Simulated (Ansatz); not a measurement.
`C[B](Cl)[InH2]` + NH₃ → `CB(N)Cl` + `[InH3]` at 600 K and 1 bar (cleavage of the B–In bond).

Calculated with Ansatz (gas phase, PBE0-D4/def2-TZVP geometries, no zero-point term in ΔE). CCSD(T)/CBS adds triple-zeta CCSD(T) − MP2 to the extrapolated MP2 energy (def2 sets, frozen cores). This one scheme is used for every species. Elements past krypton have def2 core potentials. For In outer-core shells are correlated without core-valence functions, which leaves a few kJ/mol of doubt a bond. Each species was taken in one conformer, which may not be the lowest.

```
         species  CCSD(T)/CBS energy (Eh)  H − E (kJ/mol)  S (J/(mol·K))
`C[B](Cl)[InH2]`               -715.45322           198.5          455.3
             NH₃                -56.50880           112.4          219.5
       `CB(N)Cl`               -580.44617           231.9          379.5
        `[InH3]`               -191.56739            71.1          266.1
```

H − E and S are ideal-gas, rigid-rotor, harmonic terms from PBE0-D4/def2-TZVP, for one conformer and one mirror image of each species. 1 Eh = 2625.50 kJ/mol, R = 8.31446 J/(mol·K).

Task: By hand: ΔE, ΔH, ΔS and ΔG.

Result: ΔE = (-580.44617) + (-191.56739) − (-715.45322) − (-56.50880) = -0.05154 Eh = -135.3 kJ/mol. Δ(H − E) = 231.9 + 71.1 − 198.5 − 112.4 = -7.9, so ΔH = -143.2 kJ/mol. ΔS = 379.5 + 266.1 − 455.3 − 219.5 = -29.2 J/(mol·K). ΔG = -143.2 − 600 × (-29.2)/1000 = -125.7 kJ/mol.

Task: By hand: the equilibrium constant, and the temperature at which ΔG would vanish if ΔH and ΔS stayed fixed.

Result: log₁₀ K = −ΔG/(RT ln 10) = 10.9. ΔG = 0 at ΔH/ΔS = 4904 K, far beyond where these terms or the molecules hold.

ΔH outweighs TΔS. A doubt of 5 kJ/mol in ΔE shifts log₁₀ K by 0.4 here. Other conformers and mirror images would add mixing entropy, several J/(mol·K) or more a flexible species. These are equilibria of isolated gas molecules and say nothing of rates. Largest T1 diagnostic: 0.014 (customary marks: 0.02 for closed shells, 0.045 for open ones).
